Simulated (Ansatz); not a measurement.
CoF2. Total charge 0; quartet. Geometry r2SCAN-D4/def2-TZVP, basis def2-TZVP, Ansatz.

```csv
atom,x (Å),y (Å),z (Å)
Co1,0.000,0.000,0.000
F2,-0.600,-0.703,-1.451
F3,0.600,0.703,1.451
```

```json
{"run": "A", "HOMO (eV)": "-10.62", "LUMO (eV)": "-3.08"}
{"run": "B", "HOMO (eV)": "-6.74", "LUMO (eV)": "-5.31"}
{"run": "C", "HOMO (eV)": "-9.30", "LUMO (eV)": "-3.69"}
{"run": "D", "HOMO (eV)": "-8.94", "LUMO (eV)": "-3.98"}
{"run": "E", "HOMO (eV)": "-11.42", "LUMO (eV)": "-2.65"}
```

HOMO and LUMO are taken over both spins.

**Question.** The runs used BHLYP, CAM-B3LYP, PBE0, r2SCAN, r2SCAN0. Estimate which is which.

**Answer.** A CAM-B3LYP (range-separated); B r2SCAN (0 % exact exchange); C r2SCAN0 (25 % exact exchange); D PBE0 (25 % exact exchange); E BHLYP (50 % exact exchange). Exact exchange lowers occupied and raises empty levels; among semilocal functionals meta-GGAs tend to open the gap a little, and such runs are hard to tell apart. The gap grows from 1.43 eV (r2SCAN) to 8.76 eV (BHLYP).
